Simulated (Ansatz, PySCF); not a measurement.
Gas-phase reaction (SMILES): B=O (HBO) + 2 [H][H] (H2) -> B (BH3) + O (H2O); energy of full hydrogenation.

Geometries: B3LYP-D3(BJ)/def2-TZVP minima from Ansatz (a quantum-chemistry and plane-wave program). Cores are frozen in the correlated levels unless marked. Spin-orbit coupling is left out. No relativistic terms. CBS(X,Y): correlation extrapolated as X^-3; Hartree-Fock from the larger set (for Q and 5 zeta extrapolated as (X+1)exp(-9√X)). Thermal terms are rigid-rotor harmonic-oscillator values from B3LYP-D3(BJ) frequencies (PySCF) at 298.15 K and 1 atm. 1 Eh = 627.5095 kcal/mol.

| species | E, CCSD(T)/CBS(cc-pVQZ,cc-pV5Z) (Ansatz) (Eh) | E, PBE0-D4/def2-TZVPD (Ansatz + dftd4) (Eh) | H - E (Eh) | G - E (Eh) |
|---|---|---|---|---|
| B=O (HBO) | -100.60149 | -100.62963 | 0.01790 | -0.00509 |
| [H][H] (H2) | -1.17453 | -1.16831 | 0.01336 | -0.00144 |
| B (BH3) | -26.54862 | -26.56634 | 0.03008 | 0.00872 |
| O (H2O) | -76.37670 | -76.38102 | 0.02495 | 0.00353 |

Task: Work out ΔE and ΔH, ΔG, ΔS and the equilibrium constant at 298.15 K at the first level, then ΔH at the second.

Result: 
1. ΔE = [(-26.54862) + (-76.37670)] - [(-100.60149) + 2×(-1.17453)] = 0.02523 Eh = 15.8 kcal/mol at CCSD(T)/CBS(cc-pVQZ,cc-pV5Z).
2. The terms H - E add up to 0.01041 Eh, so ΔH = (0.02523 + (0.01041))×627.5095 = 22.4 kcal/mol.
3. The terms G - E add up to 0.02022 Eh, so ΔG = 28.5 kcal/mol, and ΔS = (0.01041 - (0.02022))×627509.5/298.15 = -20.6 cal/(mol K).
4. log10 K = -ΔG/(RT ln 10) = -20.9, with RT ln 10 = 1.3642 kcal/mol.
5. At PBE0-D4/def2-TZVPD the same steps give ΔE = 11.9 and ΔH = 18.4 kcal/mol, a shift of -4.0 from the first level.
6. These values are not checked against measurement here, since the tables used lack a sound gas-phase enthalpy of formation for at least one species.
